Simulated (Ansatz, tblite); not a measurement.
Removing and adding an electron: ReO3Cl (ReClO₃). The state is a singlet with charge 0. Geometry: PBE-D4/def2-SVP. Ansatz, gas phase; energy differences of separate SCF runs; the oxidised species was run as a doublet alone; the reduced species was run as a doublet alone.

Cartesian coordinates in Å:
```
Re 0.034 -0.057 0.066
O -1.223 -0.983 0.776
O 1.186 -1.132 -0.612
O 0.801 0.857 1.299
Cl -0.800 1.314 -1.529
```

In the def2 sets Re takes a core potential; there is no spin–orbit coupling. The xTB rows come from tblite. HOMO above LUMO, or a gap near zero within one spin, warns that the state may not be the lowest or that an electron is smeared out.

(1) Estimate orbital energies and vertical ionisation energies and electron affinities at: GFN1-xTB; GFN2-xTB; PBE-D4/def2-TZVP; PBE-D4/def2-TZVPD; r2SCAN-D4/def2-TZVP; r2SCAN-D4/def2-TZVPD; PBE0-D4/def2-TZVP; PBE0-D4/def2-TZVPD.

Results:

(1) 
```
               level  −HOMO (eV)  vertical IE (eV)  −LUMO (eV)  vertical EA (eV)  HOMO–LUMO gap (eV)  IE − EA (eV)                                                                   remarks
            GFN1-xTB       15.13             18.41       12.15              8.76                2.99          9.65                                                                         –
            GFN2-xTB       13.55             16.75       10.67              7.58                2.88          9.17                                                                         –
    PBE-D4/def2-TZVP        8.43             11.74        4.28                 –                4.16             –                                gap within one spin near zero (+1 doublet)
   PBE-D4/def2-TZVPD        8.47                 –        4.32              1.20                4.14             –  HOMO above zero (-1 doublet), gap within one spin near zero (-1 doublet)
 r2SCAN-D4/def2-TZVP        8.84             11.92        4.32                 –                4.52             –                                                                         –
r2SCAN-D4/def2-TZVPD        8.84                 –        4.33              1.34                4.51             –                                              HOMO above zero (-1 doublet)
   PBE0-D4/def2-TZVP       10.08             12.07        3.65                 –                6.43             –                                spin-contaminated (⟨S²⟩ 0.83) (+1 doublet)
  PBE0-D4/def2-TZVPD       10.10                 –        3.68              1.65                6.42             –                                              HOMO above zero (-1 doublet)
```

Relaxing the reduced species (PBE-D4/def2-SVPD) changes its energy by -0.32 eV at PBE-D4/def2-TZVPD, so the adiabatic electron affinity to this nearest minimum is 1.52 eV. At PBE0-D4/def2-TZVPD it is 1.78 eV. The highest occupied level of the relaxed charge -1 doublet lies above zero (up to 1.17 eV). By energy differences its removal costs 1.52 eV (each at its own geometry, to the charge 0 singlet, at PBE-D4/def2-TZVPD); the vertical value is larger still, so the positive level points to self-interaction error.     A HOMO above zero means that the electron is unbound at that level or that self-interaction error raises the level; the energy of removing that electron tells which. Raw xTB energy differences between charge states are shifted by several eV; the methods need an empirical correction for them.
